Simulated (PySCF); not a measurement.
Ionising BiH

UHF-CCSD(T); PySCF, scalar-relativistic core potentials, basis sets Bi aug-cc-pVDZ-PP with ECP60, H aug-cc-pVDZ. Neutral (UHF): triplet (π ↑↑), Re = 1.806 Å, ωe = 1739 cm⁻¹, De = 2.19 eV.

BiH⁻ (UHF): doublet (π ↑), Re = 1.827 Å, ωe = 1630 cm⁻¹. The energies at the minima are -214.25145 hartree for BiH and -214.27916 for BiH⁻.

**Question.** Work out the adiabatic electron affinity, without and with harmonic zero-point energies (1 hartree = 27.2114 eV, 1 eV = 8065.5 cm⁻¹), and the change of the bond length.

**Answer.** At UHF-CCSD(T): 0.02771 hartree = 0.754 eV between the minima; the zero-point term (1739.0 − 1630.0)/2 cm⁻¹ = +0.007 eV makes it 0.761 eV. Re changes by +2.1 pm against the neutral. The electron enters a π orbital, which is non-bonding in a hydride.

Correlated steps freeze 4 core orbitals. Correlated levels converge slowly with the basis: in double zeta they bind strong bonds too weakly, by up to about 1 eV, and carry superposition errors of some tenths. These are scalar-relativistic numbers at best; spin–orbit coupling would shift them, the dissociation energy most. States were picked by a PBE0 search and need not be the measured ground states.
